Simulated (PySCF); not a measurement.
CH₆ClNSi, SMILES Cl[SiH2]NC.

Coordinates come from a B3LYP-D3(BJ)/def2-SVP optimisation. The values are those of a single conformer.

Two levels are set side by side: TDDFT-PBE/def2-SVPD (PySCF) and TDDFT-B3LYP/def2-SVPD (PySCF). Vertical, same geometry. The lowest singlet is HOMO→LUMO 91 % with PBE and HOMO→LUMO 97 % with the other functional; states are paired by order. Differences are taken from unrounded values.

| quantity | TDDFT-B3LYP | TDDFT-PBE | TDDFT-PBE minus TDDFT-B3LYP |
|---|---|---|---|
| lowest singlet excitation (eV) | 6.07 | 5.61 | -0.46 |
| lowest triplet excitation (TDA) (eV) | 5.80 | 5.36 | -0.44 |
| first bright state (f over 0.05) (eV) | 6.66 | 6.05 | -0.61 |
| its oscillator strength | 0.07 | 0.07 | 0.00 |

Functionals without exact exchange tend to place singlet excitations lower, as here. Differences between two approximate levels are no errors against the true value.

Rough cost on one machine, each run with all the roots and properties that it gave: TDDFT-B3LYP against TDDFT-PBE about 3 times.
